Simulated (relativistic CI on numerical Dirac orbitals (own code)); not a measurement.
# Radial parameters of Eu⁵⁹⁺

These numbers are calculated, not measured: Dirac-Coulomb-Breit CI, separate exchange-only KLI orbitals for each configuration, model QED (radiative potential, 1s self-energy scaled to tabulated hydrogen-like ionisation energies), unscaled Slater integrals (own radial code, finite nucleus).

Slater integrals F^k, G^k are unscaled and averaged over j, outside the closed core 1s2; ζ comes from projecting the Hamiltonian with its Breit term on Σ l·s of the shell.

- 2s 2p: G^1(2s,2p) = 1.2756e+06, ζ(2p) = 3.8781e+06 cm⁻¹; <r>(2s) = 0.08995, <r^2>(2s) = 0.009562, <r>(2p) = 0.07842, <r^2>(2p) = 0.007461 (bohr units).
- 2p2: F^2(2p,2p) = 1.2057e+06, ζ(2p) = 3.866e+06 cm⁻¹; <r>(2p) = 0.0785, <r^2>(2p) = 0.007476 (bohr units).
- 2p 3s: ζ(2p) = 3.9184e+06, G^1(2p,3s) = 131760 cm⁻¹; <r>(2p) = 0.0782, <r^2>(2p) = 0.007421, <r>(3s) = 0.2085, <r^2>(3s) = 0.04965 (bohr units).

Averages of the first 10 configurations, taken without configuration mixing, which lowers the lowest level and can move excited configurations by several eV; other configurations of the list can lie among them:

| Configuration | Parity | States | Average energy above the lowest level (eV) |
| --- | --- | --- | --- |
| 2s2 | even | 1 | 10.4 |
| 2s 2p | odd | 12 | 637.0 |
| 2p2 | even | 15 | 1316.1 |
| 2p 3s | odd | 12 | 8270.2 |
| 2p 3p | even | 36 | 8463.5 |
| 2s 3s | even | 4 | 7624.4 |
| 2s 3p | odd | 12 | 7822.4 |
| 2s 3d | even | 20 | 7960.8 |
| 2s 4s | even | 4 | 10232.9 |
| 2s 4p | odd | 12 | 10314.9 |
